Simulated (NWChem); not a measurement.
Species: WNHOClF; SMILES [F][W](=[O])(=[NH])[Cl]

```xyz
6

W      0.0332    -0.1603    -0.0258
O     -0.5592    -0.7160     1.4609
N     -1.0391    -0.7420    -1.2628
H     -1.8751    -1.2527    -1.5360
F      1.7222    -0.8916    -0.3430
Cl    -0.0927     2.1193    -0.0473
```
Atoms are numbered in this order, from 1.

Level: PBE0/def2-SVP with def2 effective core potentials on W (NWChem), optimised geometry, unscaled harmonic frequencies. def2 effective core potentials on W; no spin-orbit coupling.

List the harmonic frequencies with IR intensities, and the thermochemistry.


| frequency (cm⁻¹) | IR intensity (km/mol) |
|---|---|
| 141 | 2.9 |
| 182 | 2.9 |
| 232 | 1.0 |
| 250 | 3.1 |
| 325 | 19.8 |
| 417 | 41.4 |
| 547 | 167.9 |
| 654 | 85.5 |
| 708 | 153.2 |
| 1023 | 148.1 |
| 1064 | 68.5 |
| 3652 | 222.0 |

The zero-point energy comes out as 13.1 kcal/mol and the thermal correction to the enthalpy at 298.15 K (with zero-point energy) is 17.7 kcal/mol. The heat capacity Cv comes out as 19.9 cal/(mol K) and the entropy at 298.15 K and 1 atm (symmetry number 1) is 82.5 cal/(mol K).

Rigid rotor and harmonic oscillator.
